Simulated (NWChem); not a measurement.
Molecule: BeSiH₄; SMILES [BeH][SiH3]

Results from NWChem. The level has its own optimisation; frequencies are unscaled.

What does the run give for Hartree-Fock/STO-3G? Quantities: r Be–H (Å); r Be–Si (Å); r H–Si (Å); highest harmonic frequency (cm⁻¹); lowest (cm⁻¹); zero-point energy (kcal/mol).

The r Be–H (Å) comes out as 1.292, the r Be–Si (Å) is 2.129 and the r H–Si (Å) comes out as 1.424. The highest harmonic frequency (cm⁻¹) is 2900 and the lowest (cm⁻¹) is 482. The zero-point energy (kcal/mol) is 25.9.
